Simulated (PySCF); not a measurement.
# Mayer bond orders and bond lengths

C₅H₇F₃O.
Atom-mapped SMILES: `[CH3:1][CH2:2][C@H:3]([CH:4]=[O:5])[C:6]([F:7])([F:8])[F:9]` (hydrogens: H10, H11, H12 on C1; H13, H14 on C2; H15 on C3; H16 on C4)

Structure used (GFN2-xTB), in Å, numbered top down from 1:
```
atom  x, y, z in Å
C1     2.054    0.088    0.180
C2     0.650   -0.054    0.754
C3    -0.403   -0.196   -0.353
C4    -0.686    1.113   -1.079
O5    -0.107    2.137   -0.886
C6    -1.715   -0.726    0.215
F7    -1.563   -1.918    0.809
F8    -2.648   -0.898   -0.736
F9    -2.246    0.093    1.130
H10    2.317   -0.782   -0.417
H11    2.125    0.976   -0.441
H12    2.772    0.178    0.990
H13    0.607   -0.931    1.402
H14    0.409    0.827    1.352
H15   -0.078   -0.927   -1.104
H16   -1.496    1.027   -1.826
```

Bond orders from the PBE0/pcSseg-1 density (PySCF). One conformer (not necessarily the lowest) at the GFN2-xTB geometry, without solvent, vibrations or thermal averaging.

How far do the computed orders between heavy atoms stray from the drawn ones?

The largest departure is 0.095, at C3–C4 (drawn single, 0.905).

Give the Mayer order of every bond, beside its length.

```tsv
bond	drawn as	length (Å)	Mayer order
C1–C2	single	1.524	1.057
C2–C3	single	1.534	0.973
C3–C4	single	1.523	0.905
C4–O5	double	1.192	2.044
C3–C6	single	1.525	0.992
C6–F7	single	1.340	0.999
C6–F8	single	1.343	0.992
C6–F9	single	1.338	1.004
C1–H10	single	1.088	0.964
C1–H11	single	1.086	0.961
C1–H12	single	1.086	0.967
C2–H13	single	1.092	0.948
C2–H14	single	1.091	0.942
C3–H15	single	1.098	0.908
C4–H16	single	1.106	0.932
```

By pair of heavy elements: C–C: lowest C3–C4 (0.905, 1.523 Å), highest C1–C2 (1.057, 1.524 Å); in 1 of the 6 pairs the longer bond (by over 0.003 Å) has the higher order (by 0.02 or more). C–F: all 3 within 0.02 of one another (0.992 to 1.004).

Sum the orders of all bonds at each heavy atom with more than one neighbour and set the sums beside the valence in the SMILES.

C1 3.949 (drawn 4), C2 3.920 (drawn 4), C3 3.778 (drawn 4), C4 3.881 (drawn 4), C6 3.987 (drawn 4). Orders between atoms that aren't bonded are not in these sums.

For a closed shell the Mayer order of atoms A and B is Σ (PS)μν (PS)νμ over the basis functions μ on A and ν on B, with P the density and S the overlap matrix.
